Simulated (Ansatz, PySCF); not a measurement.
This PySCF input computes a CAM-B3LYP/def2-TZVPD energy:

```python
from pyscf import gto, scf, dft

mol = gto.M(
    atom='''
    B    -0.00000000   -0.00000000   -0.58802649
    N     0.00000000    0.00000000    0.67320422
    H    -0.00000000   -0.00000000   -1.77229711
    ''',
    basis='def2-tzvpd',
    charge=-1,
    spin=0,
    verbose=4,
)

mf = dft.RKS(mol, xc='camb3lyp').density_fit(auxbasis='def2-universal-jkfit')
mf.grids.level = 3
mf.conv_tol = 1e-9
mf.max_cycle = 100
mf.max_memory = 1500
mf.kernel()
if not mf.converged:
    mf = mf.newton()
    mf.kernel(mf.make_rdm1())
mf.analyze()
```

Task: Write an input for the same energy in Ansatz (an electronic-structure program) and say what it gives.

Result: 
Ansatz 0.2 input:
```yaml
crystal:
  periodic: [false, false, false]
  atoms:
    - {symbol: B, position_ang: [-0.00000000, -0.00000000, -0.58802649]}
    - {symbol: N, position_ang: [0.00000000, 0.00000000, 0.67320422]}
    - {symbol: H, position_ang: [-0.00000000, -0.00000000, -1.77229711]}
basis:
  gaussian:
    orbitals: def2-TZVPD
hamiltonian:
  xc: {name: CAM-B3LYP}
total_charge: -1
output: {forces: true}
```
It gives -80.18380 Eh, and PySCF -80.18380 Eh, a difference of 0.00 mEh.
